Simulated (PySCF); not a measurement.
Cd(OH)(OMe) (CH4CdO2), SMILES C[O][Cd][OH].

The structure is a stationary point at r2SCAN-D4/def2-SVP. The structure was generated by enumeration; whether it is a known compound was not checked. The def2 effective core potentials stand for the cores of Cd; spin–orbit coupling is left out. One conformer was computed; it need not be the lowest.

Two levels are set side by side: PBE/def2-TZVPD (PySCF) and PBE0/def2-TZVPD (PySCF). Same geometry, gas phase. Differences are taken from unrounded values.

| quantity | PBE0 |
|---|---|
| orbital gap (eV) | 5.74 |
| highest occupied level (eV) | -7.32 |
| lowest empty level (eV) | -1.58 |
| dipole moment (D) | 1.88 |
| mean polarisability (bohr³) | 53.3 |

Task: What does PBE give, and how far is it from PBE0? (An estimate is asked for; the answer gives what the named calculation found.)

Result: 
```
quantity                       PBE  PBE minus PBE0
---------------------------  -----  --------------
orbital gap (eV)              3.39           -2.35
highest occupied level (eV)  -5.84            1.48
lowest empty level (eV)      -2.45           -0.87
dipole moment (D)             1.76           -0.11
mean polarisability (bohr³)   58.4             5.1
```

PBE's occupied levels lie high since its potential decays too fast outside the molecule; exact exchange lowers them and widens the gap. PBE's more diffuse valence density responds more strongly to a field. Differences between two approximate levels are no errors against the true value.

Rough cost on one machine, each run with all the roots and properties that it gave: PBE0 against PBE within a factor of 2.
